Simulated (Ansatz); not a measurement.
Ideal-gas functions of `[OH][K]` at 500 K and 1 bar, from an Ansatz frequency run at PBE0-D4/def2-TZVP.

Molar mass 56.1 g/mol, point group C∞v (symmetry number 1), electronic degeneracy 1, moments of inertia 61.737 u Å². Harmonic wavenumbers (cm⁻¹, unscaled): 360, 360, 458, 3946.

Use S(trans) = R[1.5 ln M + 2.5 ln T − 1.1517]; rotational temperatures θ = 24.2544 K / I; S(rot) = R[ln(T/σθ) + 1]; for each mode x = 1.438777 ν̃/T, S = R[x/(eˣ − 1) − ln(1 − e⁻ˣ)] and H = RT x/(eˣ − 1); 1 cm⁻¹ = 0.0119627 kJ/mol; R = 8.31446 J/(mol·K).

Q: By hand: the entropy, in J/(mol·K).

A: Translation 169.8. Rotation: θ = 0.3929 K, giving 67.8. Vibration, mode by mode: 8.38, 8.38, 6.60, 0.00, in all 23.4. Electronic 0.0. Sum 261.0 J/(mol·K).

Q: By hand: H − E and G − E in kJ/mol, counted from the electronic energy.

A: Zero-point energy ½ × 5124 × 0.0119627 = 30.6; thermal vibration 6.7; translation, rotation and pV give 3.5 RT = 14.6. H − E = 51.9 kJ/mol, and G − E = 51.9 − 500 × 261.0/1000 = -78.6 kJ/mol.

Vibration gives 9 % of the entropy.
